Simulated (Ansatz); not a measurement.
One change: `[Br][InH][Br]` becomes `[Br][In]([Br])[Br]`.

Ansatz, PBE0-D4/def2-TZVP geometries, multiplicity 1. 

Elements past krypton have def2 core potentials. Scalar relativity is left out up to krypton.

```
                                                                                  property  `[Br][InH][Br]`
                                                         LUMO energy (PBE/def2-TZVPP) / eV            -2.78
                                          size of the dipole moment (B3LYP/def2-TZVPP) / D             2.13
                                                   HOMO–LUMO gap (ωB97M-V/def2-TZVPP) / eV            10.08
ideal-gas entropy at 298 K and 1 bar (rigid rotor, harmonic PBE0-D4/def2-TZVP) / J/(mol·K)              336
                                                       HOMO energy (B3LYP/def2-TZVPP) / eV            -8.09
                                        size of the dipole moment (ωB97M-V/def2-TZVPP) / D             2.23
```

Problem. What does the change do to each property? (An estimate is asked.)

Solution. Computed: 
```tsv
property	`[Br][In]([Br])[Br]`	shift
LUMO energy (PBE/def2-TZVPP) / eV	-3.78	-1.00
size of the dipole moment (B3LYP/def2-TZVPP) / D	0.00	-2.13
HOMO–LUMO gap (ωB97M-V/def2-TZVPP) / eV	9.87	-0.21
ideal-gas entropy at 298 K and 1 bar (rigid rotor, harmonic PBE0-D4/def2-TZVP) / J/(mol·K)	375	39
HOMO energy (B3LYP/def2-TZVPP) / eV	-8.46	-0.37
size of the dipole moment (ωB97M-V/def2-TZVPP) / D	0.00	-2.23
```

With PBE0 the HOMO falls by 0.38 eV and the LUMO falls by 0.95 eV, so the gap narrows by about 0.57 eV. PBE moves the HOMO by -0.34 eV and ωB97M-V by -0.41 eV.

B3LYP here is the variant with VWN-RPA as its local correlation; programs differ in this.

Spin–orbit coupling is left out; it splits and shifts lone-pair levels of the heavy atoms by tenths of an eV.
